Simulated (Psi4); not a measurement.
Input for Psi4:
```
memory 2 GB

molecule {
0 2
  Si   -1.40329534   -0.53462063    0.03897477
  As    0.72861432    0.32423351   -0.02335434
  H    -1.67313328   -1.31833068    1.25215617
  H    -2.36838393    0.56910308    0.00592110
  H    -1.70511391   -1.41474898   -1.09857261
  H     1.34849332   -1.05104054    0.06554169
}

set basis 6-31g*
set reference uks

energy('blyp')
print_variables()
```

**Question.** What does this run give for the dipole moment, number of basis functions, total energy, <S^2>, nuclear repulsion energy?

**Answer.** 
```
Quantity                          Result
-------------------------  -------------
dipole moment                     0.48 D
number of basis functions             62
total energy               -2527.4694 Eh
<S^2>                              0.752
nuclear repulsion energy     153.4049 Eh
```

These values belong to the state on which the SCF converged, which isn't shown to be the lowest.
